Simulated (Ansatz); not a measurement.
```yaml
crystal:
  periodic: [false, false, false]
  atoms:
    - {symbol: C, position_ang: [-0.752555, 0.942224, -0.724238]}
    - {symbol: Ge, position_ang: [0.917988, 0.148753, -0.061154]}
    - {symbol: N, position_ang: [0.420880, -1.172544, 1.131629]}
    - {symbol: H, position_ang: [-1.379944, 0.154673, -1.147373]}
    - {symbol: H, position_ang: [-0.536942, 1.683751, -1.493926]}
    - {symbol: H, position_ang: [-1.292152, 1.430218, 0.088320]}
    - {symbol: H, position_ang: [1.665047, -0.609336, -1.197578]}
    - {symbol: H, position_ang: [1.170888, -1.762855, 1.463780]}
    - {symbol: H, position_ang: [-0.124808, -0.861082, 1.923439]}
basis:
  gaussian: {orbitals: pcseg-2}
magnetization: {spin_polarized: true, initial_magnetization: 1}
hamiltonian: {xc: {name: HF}}
correlation: {method: mp2, frozen_orbitals: {C: 9}}
output: {forces: true}
```

```sh
$ ansatz run in.yaml --threads 4 --pin off --events-out ev --progress --plain --max-ram 10444MiB
```

Shortened log:

```
Functional definition: HF
Error: "frozen_orbitals" has no count for Ge
```

(1) What is wrong with this run?

## Answers

(1) Frozen orbitals are typed for one element alone, and the program wants a count for each. The program refused the input.
